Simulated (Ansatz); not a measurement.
Computed with Ansatz on PBE0-D4/def2-TZVP structures; ΔE is electronic, products minus reactants. CBS: MP2 limit from def2 TZ/QZ plus the TZ coupled-cluster correction, frozen cores. This one scheme is used for every species. DFT in def2-TZVPP. Each species was taken in one conformer, which may not be the lowest.

`C[NH][Al]([CH3])[F]` + HCl → `C[NH][Al]([CH3])[Cl]` + H–F  (ligand exchange at the Al–F bond)

Question: Is it downhill or uphill in electronic energy at CCSD(T)/CBS, and by how much? (Best estimate.)

Answer: The calculation gave: Uphill: ΔE = +3.9 kcal/mol.

Question: What do these levels give: LDA (SPW92), PBE-D4, r2SCAN0-D4, BHLYP-D4, r2SCAN0, CCSD(T)/def2-TZVPP? (Best estimate.)

Answer: Computed: LDA (SPW92) 4.3, PBE-D4 3.8, r2SCAN0-D4 3.6, BHLYP-D4 4.6, r2SCAN0 3.9, CCSD(T)/def2-TZVPP 4.6 kcal/mol.

Largest T1 diagnostic among the species: 0.011.

From r2SCAN to r2SCAN0 (25 % exact exchange), in def2-TZVPP and without D4, ΔE moves by −0.8 kcal/mol. The D4 term adds −1.2 kcal/mol with B3LYP and −0.7 kcal/mol with PBE0; it sums over pairs of atoms, weighted by their polarisabilities, and B3LYP, whose exchange is more repulsive, gets the larger term. At CCSD(T), def2-SVP lies +2.3 kcal/mol from the extrapolated value and def2-TZVPP +0.7 kcal/mol.

B3LYP here is the variant with VWN-RPA as its local correlation; programs differ in this.
